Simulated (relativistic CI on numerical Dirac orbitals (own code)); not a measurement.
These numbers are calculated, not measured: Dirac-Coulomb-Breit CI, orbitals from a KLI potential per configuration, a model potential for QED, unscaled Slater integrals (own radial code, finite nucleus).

The strongest absorption lines from the ground level of an ion, among the configurations computed and to levels below about 226 eV (vacuum wavelength in nm, gf): 5.7743 (0.4), 5.7887 (0.41), 5.8177 (7.1), 5.9114 (0.59), 5.9238 (4.3), 7.4114 (0.4), 7.4554 (0.3), 7.6542 (0.38).

Task: Which ion is it?
A. Ho28+
B. Gd25+
C. Yb31+
D. Os37+

Result: C. Yb31+ has 39 electrons and the ground level 4s2.4p6.4d3 4F_3/2; the strongest line goes to 4s2.4p6.4d2.4f 2F°_5/2. The pattern of lines fixes the number of electrons, and along that sequence the line energies rise steadily with the charge (about as its square where n changes within one kind of shell, about linearly where n is kept but much faster in heavy ions where fine structure, which grows about as Z⁴, sets the gap, and irregularly where shells cross), which fixes Z. Configurations outside the model, such as inner-shell arrays, can give stronger lines. At this charge energies of transitions that change n are usually good to better than 1 %, and those within a shell (Δn = 0) to a few per cent. Terms inside the open d or f shell come out 10 to 20 % too wide with unscaled integrals.

LS names give the leading component of a level, which can be under half, so a name can repeat, a term be missing and a line seem to break the LS rules.
